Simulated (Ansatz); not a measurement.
Ansatz (a first-principles code) input for Cd(H)(OH) (CdH2O), SMILES [OH][CdH], PBE0-D3(BJ)/def2-TZVP. 

Ansatz 0.2 input:
```yaml
crystal:
  periodic: [false, false, false]
  atoms:
    - {symbol: Cd, position_ang: [-0.03524063, -0.28523913, 0.00000000]}
    - {symbol: H, position_ang: [0.89311361, -1.60316258, -0.00000000]}
    - {symbol: O, position_ang: [0.16351978, 1.62373389, 0.00000000]}
    - {symbol: H, position_ang: [-0.50972155, 2.30476979, -0.00000000]}
basis:
  gaussian:
    orbitals: def2-TZVP
hamiltonian:
  xc: pbe0
  dispersion: d3bj
relax: {f_tol: 0.002, max_steps: 200}
```

It prints:

```
WARN ansatz: RAYON_NUM_THREADS=1 ignored (pool sized by the plan → 1); use --threads N
Functional definition: PBE0
integrals: 0.02 GiB planned
659 factors; their error is unknown
mean field: 0.20 GiB planned
mean field evaluation 1: about -6635.4968 eV, gradient 6.3e1 eV
mean field evaluation 2: about -6554.1930 eV, gradient 1.8e2 eV
mean field evaluation 4: about -6642.2716 eV, gradient 9.6e0 eV
mean field evaluation 8: about -6642.3905 eV, gradient 1.6e-1 eV
mean field evaluation 16: about -6642.4718 eV, gradient 2.1e-4 eV
mean field -6642.47178546 eV, -244.1063356864 hartree, gradient 2.2e-5 eV, S^2 0.000000; 0 other end points of the search recorded, 0 dependent functions left out
the calculation of the forces begins
reference -6642.47181419 eV, -244.1063367425 hartree; 15, 15 occupied and 68, 68 virtual orbitals, 659 factors
relax step   1: F+E_penalty+E_count = -6642.50773161 eV  Δ(F+E_penalty+E_count) = +0.000e0 eV  max|allowed force component| = 1.429e0 eV/Å  Δτ_max = 0.0000 Å  (29 SCF iters, accepted)
these checks for a lower state are left out or cut short: starts, cluster_reference, orbital_swaps, neighbouring_geometries, increment
integrals: 0.02 GiB planned
659 factors; their error is unknown
mean field: 0.20 GiB planned
mean field -6642.78429867 eV, -244.1178203351 hartree, gradient 1.7e-5 eV, S^2 0.000000; 0 other end points of the search recorded, 0 dependent functions left out
the calculation of the forces begins
reference -6642.78432727 eV, -244.1178213863 hartree; 15, 15 occupied and 68, 68 virtual orbitals, 659 factors
relax step   2: F+E_penalty+E_count = -6642.81972150 eV  Δ(F+E_penalty+E_count) = -3.120e-1 eV  max|allowed force component| = 6.910e-1 eV/Å  Δτ_max = 0.1957 Å  (30 SCF iters, accepted)
these checks for a lower state are left out or cut short: starts, cluster_reference, orbital_swaps, neighbouring_geometries, increment
integrals: 0.02 GiB planned
659 factors; their error is unknown
mean field: 0.20 GiB planned
mean field evaluation 32: about -6642.8905 eV, gradient 7.6e-5 eV
mean field -6642.89054960 eV, -244.1217249848 hartree, gradient 1.7e-5 eV, S^2 0.000000; 0 other end points of the search recorded, 0 dependent functions left out
the calculation of the forces begins
reference -6642.89057816 eV, -244.1217260343 hartree; 15, 15 occupied and 68, 68 virtual orbitals, 659 factors
relax step   3: F+E_penalty+E_count = -6642.92614693 eV  Δ(F+E_penalty+E_count) = -1.064e-1 eV  max|allowed force component| = 1.463e0 eV/Å  Δτ_max = 0.1548 Å  (36 SCF iters, accepted)
these checks for a lower state are left out or cut short: starts, cluster_reference, orbital_swaps, neighbouring_geometries, increment
integrals: 0.02 GiB planned
659 factors; their error is unknown
mean field: 0.20 GiB planned
mean field -6642.93522835 eV, -244.1233668988 hartree, gradient 5.9e-6 eV, S^2 0.000000; 0 other end points of the search recorded, 0 dependent functions left out
the calculation of the forces begins
reference -6642.93525680 eV, -244.1233679442 hartree; 15, 15 occupied and 68, 68 virtual orbitals, 659 factors
relax step   4: F+E_penalty+E_count = -6642.97082910 eV  Δ(F+E_penalty+E_count) = -4.468e-2 eV  max|allowed force component| = 2.343e-1 eV/Å  Δτ_max = 0.1161 Å  (30 SCF iters, accepted)
these checks for a lower state are left out or cut short: starts, cluster_reference, orbital_swaps, neighbouring_geometries, increment
integrals: 0.02 GiB planned
659 factors; their error is unknown
mean field: 0.20 GiB planned
mean field -6642.93973726 eV, -244.1235325980 hartree, gradient 1.9e-5 eV, S^2 0.000000; 0 other end points of the search recorded, 0 dependent functions left out
the calculation of the forces begins
reference -6642.93976571 eV, -244.1235336435 hartree; 15, 15 occupied and 68, 68 virtual orbitals, 659 factors
relax step   5: F+E_penalty+E_count = -6642.97538262 eV  Δ(F+E_penalty+E_count) = -4.554e-3 eV  max|allowed force component| = 9.749e-2 eV/Å  Δτ_max = 0.0210 Å  (31 SCF iters, accepted)
these checks for a lower state are left out or cut short: starts, cluster_reference, orbital_swaps, neighbouring_geometries, increment
integrals: 0.02 GiB planned
659 factors; their error is unknown
mean field: 0.20 GiB planned
mean field -6642.94022822 eV, -244.1235506404 hartree, gradient 1.9e-5 eV, S^2 0.000000; 0 other end points of the search recorded, 0 dependent functions left out
the calculation of the forces begins
reference -6642.94025667 eV, -244.1235516860 hartree; 15, 15 occupied and 68, 68 virtual orbitals, 659 factors
relax step   6: F+E_penalty+E_count = -6642.97589449 eV  Δ(F+E_penalty+E_count) = -5.119e-4 eV  max|allowed force component| = 2.069e-2 eV/Å  Δτ_max = 0.0070 Å  (31 SCF iters, accepted)
these checks for a lower state are left out or cut short: starts, cluster_reference, orbital_swaps, neighbouring_geometries, increment
integrals: 0.02 GiB planned
659 factors; their error is unknown
mean field: 0.20 GiB planned
mean field evaluation 64: about -6642.9403 eV, gradient 8.1e-5 eV
mean field -6642.94026125 eV, -244.1235518543 hartree, gradient 1.9e-5 eV, S^2 0.000000; 0 other end points of the search recorded, 0 dependent functions left out
the calculation of the forces begins
reference -6642.94028970 eV, -244.1235528998 hartree; 15, 15 occupied and 68, 68 virtual orbitals, 659 factors
relax step   7: F+E_penalty+E_count = -6642.97593281 eV  Δ(F+E_penalty+E_count) = -3.831e-5 eV  max|allowed force component| = 2.620e-3 eV/Å  Δτ_max = 0.0033 Å  (32 SCF iters, accepted)
these checks for a lower state are left out or cut short: starts, cluster_reference, orbital_swaps, neighbouring_geometries, increment
integrals: 0.02 GiB planned
659 factors; their error is unknown
mean field: 0.20 GiB planned
mean field -6642.94026188 eV, -244.1235518776 hartree, gradient 1.9e-5 eV, S^2 0.000000; 0 other end points of the search recorded, 0 dependent functions left out
the calculation of the forces begins
reference -6642.94029033 eV, -244.1235529231 hartree; 15, 15 occupied and 68, 68 virtual orbitals, 659 factors
relax step   8: F+E_penalty+E_count = -6642.97593387 eV  Δ(F+E_penalty+E_count) = -1.065e-6 eV  max|allowed force component| = 3.559e-4 eV/Å  Δτ_max = 0.0005 Å  (32 SCF iters, accepted)
integrals: 0.02 GiB planned
659 factors; their error is unknown
mean field: 0.20 GiB planned
mean field evaluation 96: about -6642.9403 eV, gradient 1.5e-3 eV
mean field -6642.94026188 eV, -244.1235518776 hartree, gradient 1.9e-5 eV, S^2 0.000000; 1 other end points of the search recorded, 0 dependent functions left out
the calculation of the forces begins
reference -6642.94029033 eV, -244.1235529231 hartree; 15, 15 occupied and 68, 68 virtual orbitals, 659 factors
Total energy: -6642.97596232 eV, -244.1248638446 hartree
Atom 0 at     0.378616    -0.146618     0.000000 Å, force     0.000014    -0.000174    -0.000000 eV/Å
Atom 1 at     0.624497    -1.768725    -0.000000 Å, force    -0.000018    -0.000094     0.000000 eV/Å
Atom 2 at     0.205026     1.814533     0.000000 Å, force     0.000091     0.000356     0.000000 eV/Å
Atom 3 at    -0.696468     2.140911    -0.000000 Å, force    -0.000087    -0.000088     0.000000 eV/Å
Dipole moment:    -0.253254    -0.277672    -0.000000 e Å
```

Self-consistency was reached.
